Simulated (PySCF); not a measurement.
Cyclohexanone, C6H10O.
Numbering: `[O:1]=[C:2]1[CH2:3][CH2:4][CH2:5][CH2:6][CH2:7]1`

Probes without a nucleus sit at each ring's centroid and 1 Å off its mean plane on both sides; NICS is minus the shielding there, NICSzz its component along the normal. Level: GIAO PBE0/pcSseg-1 (PySCF, non-relativistic, gas phase) on the GFN2-xTB geometry, one conformer.

Ring bond lengths (Å), with Mayer bond orders in brackets: C2–C3 1.511 (0.98), C3–C4 1.531 (1.02), C4–C5 1.524 (1.03), C5–C6 1.524 (1.03), C6–C7 1.531 (1.02), C7–C2 1.511 (0.98).

**Question.** What do the NICS probes read (ppm)?

**Answer.** 
| ring | type | NICS(0) | NICS(1), two faces | NICS(1)zz, two faces | rms pucker (Å) | centre to ring atoms, mean (Å) |
| --- | --- | --- | --- | --- | --- | --- |
| C2–C3–C4–C5–C6–C7 | 6-membered carbocycle; formal bonds all single | -0.4 | -0.7 / -2.6 | 4.6 / 0.1 | 0.23 | 1.47 |

**Question.** What do they say, and how far can they be read as aromaticity?

**Answer.** 
- C2–C3–C4–C5–C6–C7: mean NICS(1)zz 2.4 ppm, near zero. C3, C4, C5, C6, C7 have four or more neighbours, so the value isn't read as a sign of a π ring current. The two faces differ by 4.5 ppm, so no symmetry operation interchanges them.

**Question.** Give the inner angles of the rings and the Hirshfeld charges of the ring atoms.

**Answer.** 
- C2–C3–C4–C5–C6–C7: C2 113.6° (+0.169 e), C3 110.5° (-0.079 e), C4 110.7° (-0.064 e), C5 110.1° (-0.069 e), C6 110.7° (-0.064 e), C7 110.6° (-0.079 e); sum 666.2° against 720° for a flat convex ring.

**Question.** What are the shieldings of the ring atoms and their hydrogens in the same run (means over atoms taken as equivalent)?

**Answer.** 
| atoms | environment | σ isotropic (ppm) |
| --- | --- | --- |
| C2 | ketone carbonyl carbon | -26.7 |
| C3 (×2) | sp3 carbon next to a carbonyl | 141.3 |
| C4 (×2) | ring CH2 carbon | 154.7 |
| C5 | ring CH2 carbon | 157.1 |
| H on C3 (×4) | methylene hydrogen | 29.44 |
| H on C4 (×4) | methylene hydrogen | 29.85 |
| H on C5 (×2) | methylene hydrogen | 30.04 |
